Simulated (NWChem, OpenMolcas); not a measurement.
## How basis sets differ on GeN2H4 (SMILES [NH2][Ge][NH2])

GeN2H4: 7 atoms, total charge 0, spin state singlet. As SMILES, `[NH2][Ge][NH2]`. The shape is that of a PBE0-D4/def2-TZVP optimisation. This is one conformer, not always the lowest.

```xyz
7

N    -1.1797    0.0921   -0.6839
Ge   -0.0697   -1.2376   -0.1025
N     1.1947   -0.1650    0.6650
H    -2.0299   -0.1240   -1.1764
H    -1.0478    1.0847   -0.5666
H     1.1916    0.8425    0.7022
H     2.0020   -0.5607    1.1165
```

Each level gives the HOMO–LUMO gap (eV). The values are calculated.

| level | kind | program | value (eV) |
| --- | --- | --- | --- |
| HF/ANO-RCC-MB (DKH2) | Hartree–Fock | OpenMolcas | 12.28 |
| HF/STO-3G | Hartree–Fock | OpenMolcas | 13.19 |
| HF/3-21G | Hartree–Fock | NWChem | 11.71 |
| HF/def2-SVP | Hartree–Fock | NWChem | 11.80 |
| HF/def2-SVPD | Hartree–Fock | OpenMolcas | 11.59 |

All-electron rows without a relativistic Hamiltonian named are non-relativistic. The values span 11.59 to 13.19 eV. A Hartree–Fock LUMO above zero doesn't converge with the basis: it sinks as sets grow more diffuse. Orbital gaps aren't excitation energies.
